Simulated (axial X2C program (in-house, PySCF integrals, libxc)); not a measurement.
Spectroscopic constants of MoI in the non-relativistic limit (speed of light times 100)

Computed with an in-house relativistic program for diatomic molecules. The Hamiltonian is the X2C one with the speed of light multiplied by 100, which is the non-relativistic limit. Basis: I dyall-v2z [8s7p6d], Mo dyall-v2z [9s8p6d2f] (cores contracted in-house); Gaussian nuclei, density fitting, unrestricted open shells. Masses: I 126.904 u, Mo 97.905 u.

State, non-rel.: M_S = 5/2, Λ = 0 (beyond evenly filled blocks: σα, π+α, π-α, δ+α, δ-α); electrons by block: σα: 20, σβ: 19, π+α: 11, π+β: 10, π-α: 11, π-β: 10, δ+α: 4, δ+β: 3, δ-α: 4, δ-β: 3. Fragments: I + Mo.

```
Hamiltonian  level  Re (Å)  ωe (cm⁻¹)  ωexe (cm⁻¹)  Be (cm⁻¹)  De (eV)  k (mdyn/Å)  μ (D)
   non-rel.   PBE0   2.692      199.9        0.481    0.04208     2.91         1.3   5.52
   non-rel.     HF   2.847      170.5        0.357    0.03764     1.90       0.946   7.86
   non-rel.    MP2   2.706      199.7        0.401    0.04165     2.62         1.3    n/a
   non-rel.  B3LYP   2.707      196.5        0.483    0.04163     2.83        1.26   5.14
   non-rel.  B97-3   2.716      193.2        0.467    0.04135     3.03        1.22   5.41
```

Correlated methods: 21 electrons correlated (number of frozen shells: I 4 s, 3 p, 2 d; Mo 3 s, 2 p, 1 d), 141 virtual spin orbitals or spinors in MP2.

Dipoles are positive if Mo is the positive end.

Occupations by symmetry block were frozen at the best pattern of an incomplete PBE0 search. Dissociation energies refer to the lowest single-determinant-based atoms at the same level and basis. The functionals have no current-density term, which raises determinants with orbital currents, atoms included.

Rough cost a point (non-rel.) on 1 thread(s) of a shared host, integrals apart: PBE0 0.6 s, HF 0.4 s, B3LYP 0.6 s, B97-3 0.7 s.
